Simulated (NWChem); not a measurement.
Molecule: C₃H₄ClF; SMILES FC1(Cl)CC1

```xyz
9

F      1.5008    -0.4631     0.0000
C      0.1739    -0.2431     0.0000
Cl    -0.1871     1.4755     0.0000
C     -0.6826    -1.1819    -0.7607
C     -0.6826    -1.1819     0.7607
H     -1.5552    -0.7803    -1.2805
H     -0.1659    -2.0004    -1.2692
H     -1.5552    -0.7803     1.2805
H     -0.1659    -2.0004     1.2692
```
Atoms are numbered in this order, from 1.

Level: PBE0/def2-SVP (NWChem), optimised geometry, unscaled harmonic frequencies. 

Task: List the harmonic frequencies with IR intensities, and the thermochemistry.

Result: 
```tsv
frequency (cm⁻¹)	IR intensity (km/mol)
305	0.7
305	0.0
386	3.3
485	1.1
590	28.0
759	1.5
871	42.7
884	0.1
997	3.0
1033	33.7
1056	38.6
1087	7.4
1170	0.1
1232	113.2
1352	50.3
1410	8.6
1501	67.7
3161	1.1
3163	0.3
3265	0.0
3273	0.1
```

```
Property                                                                           Result
-----------------------------------------------------------------------  ----------------
zero-point energy                                                           40.4 kcal/mol
thermal correction to the enthalpy at 298.15 K (with zero-point energy)     44.0 kcal/mol
heat capacity Cv                                                         16.9 cal/(mol K)
entropy at 298.15 K and 1 atm (symmetry number 1)                        71.5 cal/(mol K)
dipole moment                                                                      2.03 D
```

Rigid rotor and harmonic oscillator.
